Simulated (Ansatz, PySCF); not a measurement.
Ga(H)(Br)(OMe) (CH₄BrGaO), SMILES [O](C)[GaH][Br]. Atoms are numbered in the order given.

```xyz
8

Ga    -0.8437    -0.4987     0.0000
H     -2.3872    -0.5556     0.0000
Br     0.3663     1.4585     0.0000
O      0.1102    -1.9948     0.0000
C      1.5207    -2.1045     0.0000
H      1.8454    -2.6641     0.8939
H      1.8454    -2.6641    -0.8939
H      2.0264    -1.1222     0.0000
```

Geometry optimised at TPSSh-D3(BJ)/def2-SVP. The structure was generated by enumeration; whether it is a known compound was not checked. The values are those of a single conformer.

Vertical ionisation energy (IE) and electron affinity (EA) in eV. Rows of orbital energies are one-electron estimates. Where ΔSCF, EOM or ADC give a negative EA the extra electron is unbound and the value depends on the basis.

```json
[
 {"level": "−ε(HOMO), −ε(LUMO), PBE0/def2-TZVP (PySCF)", "IE": "8.14", "EA": "1.21"},
 {"level": "−ε(HOMO), −ε(LUMO), PBE/def2-TZVP (PySCF)", "IE": "6.69", "EA": "1.97"},
 {"level": "ΔSCF, PBE0/def2-SVPD (Ansatz), final states of multiplicity 2 and 2", "IE": "10.20", "EA": "-0.31"},
 {"level": "ΔSCF, PBE/def2-SVPD (Ansatz), final states of multiplicity 2 and 2", "IE": "(withheld)", "EA": "(withheld)"}
]
```

**Question.** Complete the blanks. (An estimate is asked for; the answer gives what the named calculation found.)

**Answer.** 
- ΔSCF, PBE/def2-SVPD (Ansatz, a quantum-chemistry and plane-wave program), final states of multiplicity 2 and 2, IE: 9.80
- ΔSCF, PBE/def2-SVPD (Ansatz), final states of multiplicity 2 and 2, EA: -0.31

**Question.** What vertical singlet–triplet gap does ΔSCF give with PBE0/def2-SVPD (Ansatz) and with PBE/def2-SVPD (Ansatz)? (The exact figures need the calculation; the answer reports its results.)

**Answer.** 5.39 and 5.00 eV (triplet above singlet where positive).
